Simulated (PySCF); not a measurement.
Isomers of C7H6ClOP, mass 171.984 u with the commonest isotopes. Computed with PBE0-D3(BJ)/def2-SVP geometry optimisation, gas phase (PySCF). One conformer each, none proved a minimum here; rigid rotors.

Question: Order these by rotational constant B, largest first.
A. `[CH3:1][c:2]1[cH:3][c:4]([Cl:5])[p:6][c:7]([CH:8]=[O:9])[cH:10]1` with P6–C7–C8–O9 180°
B. `[CH3:1][c:2]1[cH:3][p:4][c:5]([Cl:6])[cH:7][c:8]1[CH:9]=[O:10]` with C7–C8–C9–O10 0°
C. `[CH3:1][C:2](=[O:3])[c:4]1[p:5][cH:6][cH:7][cH:8][c:9]1[Cl:10]` with C1–C2–C4–P5 -134°

Answer: C (1003 MHz), B (757.8 MHz), A (711.1 MHz).

Question: Order these by dipole moment, largest first.
A. `[CH3:1][C:2](=[O:3])[c:4]1[p:5][cH:6][cH:7][cH:8][c:9]1[Cl:10]` with C1–C2–C4–P5 -134°
B. `[CH3:1][c:2]1[cH:3][c:4]([Cl:5])[p:6][c:7]([CH:8]=[O:9])[cH:10]1` with P6–C7–C8–O9 180°
C. `[CH3:1][c:2]1[cH:3][p:4][c:5]([Cl:6])[cH:7][c:8]1[CH:9]=[O:10]` with C7–C8–C9–O10 0°

Answer: C (3.64 D), A (3.46 D), B (2.74 D).

Question: Order these by rotational constant A, largest first.
A. `[CH3:1][C:2](=[O:3])[c:4]1[p:5][cH:6][cH:7][cH:8][c:9]1[Cl:10]` with C1–C2–C4–P5 -134°
B. `[CH3:1][c:2]1[cH:3][c:4]([Cl:5])[p:6][c:7]([CH:8]=[O:9])[cH:10]1` with P6–C7–C8–O9 180°
C. `[CH3:1][c:2]1[cH:3][p:4][c:5]([Cl:6])[cH:7][c:8]1[CH:9]=[O:10]` with C7–C8–C9–O10 0°

Answer: B (1443 MHz), C (1394 MHz), A (1265 MHz).

```tsv
SMILES	point group	Ia (u·Å²)	Ib (u·Å²)	Ic (u·Å²)	κ	μa (D)	μb (D)	μc (D)
CC(=O)c1pcccc1Cl	C1	399.42	504.10	855.69	0.22	1.37	2.80	1.50
Cc1cpc(Cl)cc1C=O	Cs	362.57	666.93	1026.33	-0.41	2.24	2.87	0.01
Cc1cc(Cl)pc(C=O)c1	–	350.12	710.67	1057.62	-0.52	1.32	2.41	0.07
```
